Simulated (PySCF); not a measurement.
## Electron correlation in Ru³⁺ (ruthenium, charge +3)

Starting occupation: [Kr] 4d5, 4d5/2 with m_j = -3/2, -1/2, +1/2, +3/2, +5/2. All numbers are calculated (PySCF 2.14, X2C-1e with screened-nucleus spin-orbit coupling, Gaussian nucleus, in x2c-TZVPall-2c with one added diffuse shell each of s, p, d type (9s10p8d1f, 86 functions)). Frozen: [Ar] 3d10; 13 electrons correlated; the 6 highest virtual spinors left out.

MP2 pair energies summed by pair of shells (mhartree):

```tsv
pair	energy	share (%)
4d-4p	-122.80	44.9
4p-4p	-62.30	22.8
4d-4d	-47.52	17.4
4p-4s	-23.76	8.7
4d-4s	-13.22	4.8
4s-4s	-3.67	1.3
```

Total MP2 correlation energy: -273.29 mhartree.

The GHF reference relaxed away from the jj start to a determinant that is no pure jj level (⟨S²⟩ = 8.73, ⟨J²⟩ = 8.75); the energies belong to that determinant.

This basis was not built for core-valence correlation, so the inner-shell part is incomplete.
